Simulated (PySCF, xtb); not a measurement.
tin monoxide (OSn), SMILES [O]=[Sn] (connectivity only; charge and spin as stated), neutral, multiplicity 1.

GFN2-xTB (xtb) at its own geometry gives an orbital gap of 4.00 eV and a dipole moment of 6.56 D.

Coordinates come from a PBE-D3(BJ)/def2-TZVP optimisation. The def2 effective core potentials stand for the cores of Sn; spin–orbit coupling is left out.

**Question.** What does CAM-B3LYP/def2-TZVPD run with PySCF give? (An estimate is asked for; the answer gives what the named calculation found.)

**Answer.** gap 7.52 eV (levels -9.04 and -1.51 eV), dipole 4.75 D.
